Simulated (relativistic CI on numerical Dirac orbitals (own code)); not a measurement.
**Slater and spin-orbit integrals, Rh8+**

Method of calculation: Dirac-Coulomb-Breit CI, separate exchange-only KLI orbitals for each configuration, a model potential for QED, unscaled Slater integrals (own radial code, finite nucleus).

Slater integrals F^k, G^k are unscaled and averaged over j, outside the closed core [Ar] 3d10; ζ comes from projecting the Hamiltonian with its Breit term on Σ l·s of the shell.

- 4s2.4p6.4d: ζ(4d) = 2114.5 cm⁻¹; <r>(4d) = 1.141, <r^2>(4d) = 1.49 (bohr units).
- 4s2.4p6.4f: ζ(4f) = -16.527 cm⁻¹; <r>(4f) = 1.478, <r^2>(4f) = 2.538 (bohr units).
- 4s2.4p5.4d2: ζ(4p) = 24333, F^2(4d,4d) = 89980, F^4(4d,4d) = 60427, F^2(4p,4d) = 95203, G^1(4p,4d) = 120660, G^3(4p,4d) = 75389, ζ(4d) = 2135.5 cm⁻¹; <r>(4p) = 0.9962, <r^2>(4p) = 1.123, <r>(4d) = 1.137, <r^2>(4d) = 1.48 (bohr units).

Problem. Give the Racah parameters of the d shell in 4s2.4p5.4d2.

Solution. B = F²/49 − 5F⁴/441 = 1151 cm⁻¹ and C = 35F⁴/441 = 4796 cm⁻¹.

In this model ζ of a weakly bound d, f or g electron outside closed shells comes out too small, for d by up to a factor of two or three and at times with the wrong sign; that of an outer p electron is too small as well.

Averages of the first 10 configurations, taken without configuration mixing, which lowers the lowest level and can move excited configurations by several eV; other configurations of the list can lie among them:

```csv
Configuration,Parity,States,Average energy above the lowest level (eV)
4s2.4p6.4d,even,10,1.6
4s2.4p6.4f,odd,14,55.5
4s2.4p5.4d2,odd,270,55.1
4s2.4p6.5s,even,2,36.5
4s2.4p6.5p,odd,6,48.5
4s.4p6.4d2,even,90,95.5
4s2.4p5.4d.4f,even,840,108.4
4s2.4p6.5d,even,10,66.8
4s2.4p6.6s,even,2,77.6
4s2.4p6.6p,odd,6,83.1
```
